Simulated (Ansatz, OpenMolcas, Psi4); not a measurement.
# How methods differ on C3H9In (trimethylindium (TMIn))

C3H9In has 13 atoms, charge 0, and is taken as a singlet. SMILES: `[CH3][In]([CH3])[CH3]`. Geometry: relaxed at PBE0-D4/def2-TZVP.

Quantity: the HOMO–LUMO gap, in eV. The values are calculated.

```csv
level,kind,program,value (eV)
HF/def2-SVP (core potential),Hartree–Fock,Ansatz,11.41
BLYP/def2-SVP (core potential),GGA,OpenMolcas,4.13
PBE/def2-SVP (core potential),GGA,OpenMolcas,4.27
M06-L/def2-SVP (core potential),meta-GGA,OpenMolcas,4.81
r2SCAN/def2-SVP (core potential),meta-GGA,OpenMolcas,4.78
wB97X-V/def2-SVP (core potential),range-separated hybrid,Psi4,10.28
wB97X/def2-SVP (core potential),range-separated hybrid,Ansatz,10.28
B2PLYP/def2-SVP (core potential),double hybrid,Ansatz,8.05
```

The values span 4.13 to 11.41 eV. Orbital gaps aren't excitation energies, and those of double hybrids come from the SCF part alone; they tend to grow with the share of exact exchange.
